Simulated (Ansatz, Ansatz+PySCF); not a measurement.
```xyz
13

C     1.4000    0.0000    0.0000
C     0.7000    1.2124    0.0000
C    -0.7000    1.2124    0.0000
C    -1.4000    0.0000    0.0000
C    -0.7000   -1.2124    0.0000
C     0.7000   -1.2124    0.0000
O     2.6500    0.0000    0.0000
H     1.2425    2.1521    0.0000
H    -1.2425    2.1521    0.0000
O    -2.7600    0.0000    0.0000
H    -3.0800   -0.9100    0.0000
H    -1.2425   -2.1521    0.0000
H     1.2425   -2.1521    0.0000
```

Basis set: def2-SVP (spherical functions). Charge 0, multiplicity 2.

Computed with Ansatz (development build ahead of 0.2.0); each method stands on the lowest determinant of its kind that the runs found. Restricted functionals stand beside restricted open-shell atoms, which can lie above the unrestricted atoms usual in DFT and then raise those values.

The atomization energy at this shape (free ground-state atoms in the same class of orbitals less the molecule, no zero-point energy) of doublet C₆H₅O₂:

```csv
method,atomization energy
ωB97X (unrestricted),6266.5 kJ/mol
PBE0 (restricted open-shell),6394.6 kJ/mol
UHF,4546.1 kJ/mol
ROHF,4549.8 kJ/mol
```

**Question.** What does PBE0 (unrestricted) give?

**Answer.** 6367.7 kJ/mol. Caution for UHF: the unrestricted determinant is spin contaminated. Caution for ROHF: an unrestricted determinant lies well below.

The shape needn't be a minimum at these levels.
